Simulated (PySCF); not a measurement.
Al(H)(OMe)(SeH) (CH5AlOSe), SMILES C[O][AlH][SeH]. Atoms are numbered in the order given.

```xyz
9

Al     0.0222    -0.8033     0.8788
H      0.0558    -1.1499     2.4109
O      0.0052    -2.0608    -0.2539
C     -0.0240    -2.2062    -1.6440
H     -0.0480    -1.2335    -2.1723
H      0.8671    -2.7573    -1.9926
H     -0.9157    -2.7796    -1.9525
Se    -0.0048     1.3582     0.0805
H      0.0187     1.9072     1.4407
```

Geometry: ωB97X-D3(BJ)/def2-SVP. The structure was generated by enumeration; whether it is a known compound was not checked. The values are those of a single conformer.

Method: CAM-B3LYP/def2-TZVP (PySCF).

Gas-phase values at a fixed geometry.

Problem. Estimate the frontier levels, gap, dipole moment and polarisability. (An estimate is asked for; the answer gives what the named calculation found.)

Solution. 
```json
{
  "highest_occupied_level": "-8.58 eV",
  "lowest_empty_level": "0.24 eV",
  "orbital_gap": "8.83 eV",
  "dipole_moment": "0.21 D",
  "quadrupole, principal values (traceless, Buckingham form, about the centre of nuclear charge)": "-7.94, 1.33, 6.61 D·Å",
  "mean_static_polarisability": "67.2 bohr³ (9.95 Å³)",
  "polarisability_principal_values": "54.3, 68.5, 78.7 bohr³"
}
```
